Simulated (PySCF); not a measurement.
**A small calculation by hand: refractive index and permittivity of the vapour**

GeH₅Si, SMILES [SiH2][GeH3], multiplicity 2.

The structure is a stationary point at B3LYP-D3(BJ)/def2-TZVP. The isomer is the one that the SMILES or the coordinates give; other isomers of the formula were not compared.

PBE0/def2-TZVPD run with PySCF gives a mean static polarisability of 69.4 bohr³ and a dipole moment of 0.01 D. Take an ideal gas at 298.15 K and 1 bar, whether or not the substance is that volatile.

Question: Work out n − 1 in the optical limit and the static ε − 1.

Answer: 
Polarisability volume α' = 69.4 × 0.148185 = 10.28 Å³. Number density N = p/kT = 2.43e-5 Å⁻³.
Dilute limit of Lorentz–Lorenz: n − 1 = 2π N α' = 0.0016.
Orientation term of Debye: μ²/(3kT) = 8.098 Å³ × μ²(D²) = 0.00 Å³.
ε − 1 = 4π N (α' + μ²/3kT) = 0.0031. With no permanent dipole, ε equals n² in this model. Vibrational polarisation and dispersion are left out.
